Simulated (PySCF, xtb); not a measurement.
FeO₄, SMILES [O]=[Fe](=[O])(=[O])=[O], multiplicity 1.

Harmonic wavenumbers (cm⁻¹) from xtb with GFN2-xTB at its own minimum, in rising order: 437, 437, 468, 468, 468, 999, 1191, 1191, 1191.

Q: What does PBE-D3(BJ)/def2-SVP run with PySCF give at its own minimum? (Estimate from the structure and the level; the computed values follow.)

A: 370, 370, 417, 417, 417, 880, 958, 958, 958. Paired by order, the mean absolute difference is 123 cm⁻¹ and the zero-point energies are 9.8 and 8.2 kcal/mol.
